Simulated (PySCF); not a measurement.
**UHF on Br (bromine, neutral)**

Configuration: [Ar] 3d10 4s2 4p5, 2P determinant. All numbers are calculated (PySCF 2.14, a scalar-relativistic core potential, in cc-pVDZ-PP with ECP10MDF).

* Total energy: -415.473675 hartree
* One-electron energy: -729.7123 hartree
* Hartree (Coulomb) energy: 344.0761 hartree
* Exchange energy: -29.8375 hartree
* ⟨S²⟩: 0.7553
* ⟨L²⟩: 2.017
* Sum of ⟨r⟩: 24.24 bohr
* Sum of ⟨r²⟩: 39.47 bohr²
* Traceless quadrupole moment −½Σ⟨3z² − r²⟩ along its main axis: 2.18 e·bohr²
* Time after the integrals: 0.06 s of wall time on 1 thread of Neoverse-V2 (shared host)

```tsv
shell	electrons	mean orbital energy (hartree)	spread (hartree)	rms radius, mean of both spins (bohr)
3s α	1	-9.86356	0	0.590
3s β	1	-9.85394	0	0.590
3p α	3	-7.61124	0.02553	0.609
3p β	3	-7.60036	0.00070	0.609
3d α	5	-3.16002	0.02399	0.644
3d β	5	-3.15298	0.01218	0.644
4s α	1	-1.07367	0	1.83
4s β	1	-0.96699	0	1.83
4p α	3	-0.47333	0.06663	2.27
4p β	2	-0.42852	0	2.27
```

Energies and moments cover only the electrons outside the core potential.
